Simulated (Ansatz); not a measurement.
Start from `C#C[O][Zn][CH3]` and change one atom or group to get `[CH3][Zn][O]C=N`.

Ansatz, PBE0-D4/def2-TZVP geometries, multiplicity 1. Each molecule was computed in one conformer, which needn't be the lowest.

Scalar relativity is left out up to krypton.

```csv
property,`C#C[O][Zn][CH3]`
HOMO energy (B3LYP/def2-TZVPP) / eV,-6.16
HOMO–LUMO gap (B3LYP/def2-TZVPP) / eV,4.99
HOMO energy (PBE0/def2-TZVPP) / eV,-6.38
HOMO–LUMO gap (ωB97M-V/def2-TZVPP) / eV,9.27
size of the dipole moment (ωB97M-V/def2-TZVPP) / D,3.75
LUMO energy (B3LYP/def2-TZVPP) / eV,-1.17
```

Task: Give the same properties after the change, and the shifts. (Best estimate.)

Result: The calculation gave: 
```tsv
property	`[CH3][Zn][O]C=N`	shift
HOMO energy (B3LYP/def2-TZVPP) / eV	-7.27	-1.11
HOMO–LUMO gap (B3LYP/def2-TZVPP) / eV	6.34	1.35
HOMO energy (PBE0/def2-TZVPP) / eV	-7.50	-1.12
HOMO–LUMO gap (ωB97M-V/def2-TZVPP) / eV	10.62	1.35
size of the dipole moment (ωB97M-V/def2-TZVPP) / D	3.82	0.07
LUMO energy (B3LYP/def2-TZVPP) / eV	-0.93	0.24
```

With PBE0 the HOMO falls by 1.12 eV and the LUMO rises by 0.21 eV, so the gap widens by about 1.33 eV. PBE moves the HOMO by -0.85 eV and ωB97M-V by -1.17 eV. Dipoles are sizes alone; their direction can turn.

B3LYP here is the variant with VWN-RPA as its local correlation; programs differ in this.
